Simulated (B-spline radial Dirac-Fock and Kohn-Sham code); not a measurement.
## L-shell conversion coefficients of K against transition energy

Model: a Dirac-Hartree-Slater potential of the neutral atom with a Latter tail (no hole, which puts coefficients of high multipoles low close above an edge), finite nucleus with surface currents. Program: an atomic code on a B-spline grid. Subshells within 1 keV of threshold and pair formation are left out.

```csv
energy (keV),E1,E2,E4,E5,M1,M5
11.8,1.10,143,3.72e+06,4.60e+08,0.350,6.59e+07
16.2,0.427,35.7,409000,3.73e+07,0.138,5.91e+06
20,0.226,14.5,95500,7.04e+06,0.0747,1.22e+06
50,0.0135,0.330,211,5690,0.00564,1680
57.1,0.00890,0.192,90.1,2090,0.00392,671
78.3,0.00330,0.0535,12.5,203,0.00168,79.8
87.5,0.00233,0.0342,6.31,90.9,0.00125,38.3
90.5,0.00209,0.0298,5.14,71.3,0.00115,30.8
100,0.00153,0.0200,2.81,35.0,0.000884,16.1
173,0.000275,0.00224,0.113,0.807,0.000220,0.530
192,0.000200,0.00149,0.0624,0.406,0.000170,0.285
200,0.000176,0.00127,0.0497,0.311,0.000154,0.225
223,0.000126,0.000835,0.0271,0.154,0.000118,0.120
229,0.000117,0.000754,0.0234,0.130,0.000111,0.103
237,0.000105,0.000661,0.0194,0.105,0.000102,0.0846
254,8.54e-05,0.000508,0.0133,0.0677,8.68e-05,0.0572
277,6.61e-05,0.000366,0.00837,0.0395,7.07e-05,0.0354
375,2.77e-05,0.000121,0.00175,0.00651,3.52e-05,0.00706
461,1.58e-05,5.95e-05,0.000642,0.00206,2.22e-05,0.00251
469,1.51e-05,5.61e-05,0.000592,0.00187,2.14e-05,0.00230
500,1.28e-05,4.54e-05,0.000439,0.00133,1.86e-05,0.00169
522,1.15e-05,3.95e-05,0.000361,0.00106,1.69e-05,0.00138
587,8.59e-06,2.72e-05,0.000214,0.000585,1.32e-05,0.000800
856,3.68e-06,9.21e-06,4.68e-05,0.000103,6.09e-06,0.000158
999,2.70e-06,6.20e-06,2.69e-05,5.47e-05,4.50e-06,8.59e-05
1000,2.69e-06,6.19e-06,2.68e-05,5.45e-05,4.49e-06,8.55e-05
1190,1.95e-06,4.09e-06,1.51e-05,2.83e-05,3.23e-06,4.49e-05
1680,1.10e-06,1.98e-06,5.55e-06,9.07e-06,1.74e-06,1.40e-05
2000,8.43e-07,1.42e-06,3.55e-06,5.47e-06,1.30e-06,8.24e-06
```

Problem. How fast do they fall between 1190 and 2000 keV?

Solution. As powers of the energy: E1 E^-1.61, E2 E^-2.04, E4 E^-2.79, E5 E^-3.17, M1 E^-1.76, M5 E^-3.26. Within one type (E or M) the higher multipoles fall faster.

Values without a named source are computed, but for edge energies of neutral atoms, which are taken from tables.
